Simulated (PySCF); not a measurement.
A structure optimised at PBE0-D3(BJ)/def2-SVP, used in a PySCF frequency run:

```xyz
11

Si     0.1686     0.0496    -0.5359
P      0.3312     2.1017     0.4114
P     -1.9736    -0.6908    -0.5250
P      1.3648    -1.4950     0.6169
H      0.5935     0.1772    -1.9648
H      0.1632     1.5873     1.7346
H      1.7599     2.0828     0.4873
H     -2.5128     0.5664    -0.9401
H     -2.1445    -0.4121     0.8667
H      2.6249    -0.9667     0.1976
H      1.3177    -2.4698    -0.4278
```
Charge 0, spin multiplicity 1.

Task: Write its SMILES and formula.

Result: P[SiH](P)P, H₇P₃Si

Task: What are its rotational constants (standard atomic weights)?

Result: 2.0445, 1.9534, 1.0947 GHz
